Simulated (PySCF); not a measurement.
## How methods differ on the excitation energy of Cd⁺

Cd⁺ [Kr] 4d10 5s1 (2S) → Cd⁺ [Kr] 4d9 5s2 (2D), as a difference of total energies. All numbers are calculated (PySCF 2.14, scalar relativity by spin-free X2C-1e, in x2c-QZVPPall (13s8p7d4f2g, 118 functions)). Correlated levels: valence: [Kr] frozen; valence and next inner shell: [Ar] 3d10 frozen. The calculations carry no spin-orbit coupling.

```csv
method,excitation energy (cm⁻¹)
UHF,71448
LDA,70248
PBE,70308
PBE0,71710
r2SCAN,72199
M06-L,72409
M06,69804
M06-2X,71915
MP2 (valence),74105
SCS-MP2 (valence),72619
MP2 (valence and next inner shell),72084
SCS-MP2 (valence and next inner shell),70631
```

Errors of the correlated levels include the incompleteness of this basis and the frozen core.

For comparison: 71513 cm⁻¹ (measured; NIST levels, between the centres of gravity of the two terms).
